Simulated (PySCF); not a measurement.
C4H16Al2N2, SMILES [CH3][Al-]1([CH3])[NH2+][Al-]([CH3])([CH3])[NH2+]1.

Geometry optimised at r2SCAN-D4/def2-SVP.

Two levels are set side by side: TDA-PBE/def2-SVP (PySCF) and TDA-PBE0/def2-SVP (PySCF). Vertical, same geometry. The lowest singlet is HOMO→LUMO 99 % with PBE and HOMO→LUMO 97 % with the other functional; states are paired by order. Differences are taken from unrounded values.

```json
[
 {"quantity": "lowest singlet excitation (eV)", "TDA-PBE0": "7.01", "TDA-PBE": "5.97", "TDA-PBE minus TDA-PBE0": "-1.04"},
 {"quantity": "lowest triplet excitation (TDA) (eV)", "TDA-PBE0": "6.74", "TDA-PBE": "5.82", "TDA-PBE minus TDA-PBE0": "-0.92"},
 {"quantity": "first bright state (f over 0.05) (eV)", "TDA-PBE0": "7.01", "TDA-PBE": "5.97", "TDA-PBE minus TDA-PBE0": "-1.04"},
 {"quantity": "its oscillator strength", "TDA-PBE0": "0.11", "TDA-PBE": "0.05", "TDA-PBE minus TDA-PBE0": "-0.06"}
]
```

Functionals without exact exchange tend to place singlet excitations lower, as here. Differences between two approximate levels are no errors against the true value.

Rough cost on one machine, each run with all the roots and properties that it gave: TDA-PBE0 against TDA-PBE about 3 times.
